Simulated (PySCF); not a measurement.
Vertical excitations of a molecule C3H9In from TDDFT-PBE/def2-SVPD run with PySCF, as energy in eV (oscillator strength): 4.34 (0.000), 4.35 (0.000), 5.26 (0.092), 5.26 (0.096), 6.48 (0.001), 6.52 (0.049), 6.53 (0.052), 6.57 (0.000), 7.01 (0.071), 7.04 (0.088). Lowest triplet (TDA): 4.11 eV. Geometry: B3LYP-D3(BJ)/def2-SVP. The def2 effective core potentials stand for the cores of In; spin–orbit coupling is left out. One conformer was computed; it need not be the lowest.

Which molecule gave these data?
A. CC[CH2][InH2]
B. C[CH2][InH][CH3]
C. [CH3][In]([CH3])[CH3]
D. C[CH](C)[InH2]

C, [CH3][In]([CH3])[CH3]
